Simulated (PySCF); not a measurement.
dihydroxy(hydroxysilyl)silane (H6O3Si2), SMILES O[SiH2][SiH](O)O.

Geometry: ωB97X-D3(BJ)/def2-SVP. One conformer was computed; it need not be the lowest.

Calculation: TDA-PBE/def2-SVPD in PySCF.

Vertical excitations. 

Computed UV-visible absorptions:
| state | energy (eV) | λ (nm) | f | main pairs |
|---|---|---|---|---|
| S1 | 5.46 | 227 | 0.013 | HOMO→LUMO 97 % |
| S2 | 5.94 | 209 | 0.004 | HOMO−1→LUMO 97 % |
| S3 | 6.02 | 206 | 0.008 | HOMO−2→LUMO 96 % |
| S4 | 6.19 | 200 | 0.014 | HOMO→LUMO+1 93 % |
| S5 | 6.25 | 198 | 0.007 | HOMO−3→LUMO 94 % |
| S6 | 6.71 | 185 | 0.010 | HOMO−1→LUMO+1 77 %, HOMO−2→LUMO+1 19 % |
| S7 | 6.85 | 181 | 0.022 | HOMO−2→LUMO+1 64 %, HOMO−3→LUMO+1 14 %, HOMO−1→LUMO+1 14 % |
| S8 | 6.95 | 178 | 0.045 | HOMO→LUMO+2 90 % |
| S9 | 7.04 | 176 | 0.027 | HOMO−3→LUMO+1 76 % |
| S10 | 7.15 | 173 | 0.003 | HOMO→LUMO+3 86 % |
| T1 | 4.96 | 250 | 0 | HOMO→LUMO 98 % |
| T2 | 5.61 | 221 | 0 | HOMO→LUMO+1 96 % |
| T3 | 5.69 | 218 | 0 | HOMO−1→LUMO 89 % |
| T4 | 5.84 | 212 | 0 | HOMO−2→LUMO 89 % |
Triplets are in the Tamm–Dancoff approximation.
